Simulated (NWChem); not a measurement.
System: C$_{3}$H$_{2}$F$_{3}$, doublet; SMILES F/C=C/[C](F)F

Input file for NWChem:

```
start job
memory heap 200 mb stack 900 mb global 1100 mb
geometry units angstroms noautosym nocenter noautoz
  F     -0.173312    -2.642472     0.000000
  C      0.351204    -1.422103     0.000000
  C     -0.490370    -0.320974     0.000000
  C     -0.069357     0.980729     0.000000
  F     -0.874206     2.014091     0.000000
  F      1.193517     1.341483     0.000000
  H      1.442155    -1.396633     0.000000
  H     -1.569796    -0.487168     0.000000
end
basis spherical
  * library 3-21g
end
dft
  odft
  mult 2
  xc b3lyp
  iterations 150
end
cosmo
  do_cosmo_smd true
  solvent water
end
task dft energy
```

In the optimisation the excess spin sits in a" (Cs, its own frame). All runs use the structure optimised with PBE0/def2-SVP, spin-unrestricted. No stability test was run on the SCF state. B3LYP is NWChem's, with the RPA form of VWN correlation. Solvent: water.

Solvent water, SMD (1 M gas to 1 M solution), gas-phase geometry. Reactions with the solvent are ignored.

### Question
Give the results of this calculation. (B3LYP/3-21G, spin-unrestricted, SMD on the gas-phase geometry.) Quantities: basis functions; solvation free energy (kcal/mol); cavity-dispersion-structure term (kcal/mol); dipole in solution (D).

### Answer
- number of basis functions: 58
- solvation free energy (kcal/mol): 2.1
- cavity-dispersion-structure term (kcal/mol): 5.1
- dipole in solution (D): 0.08
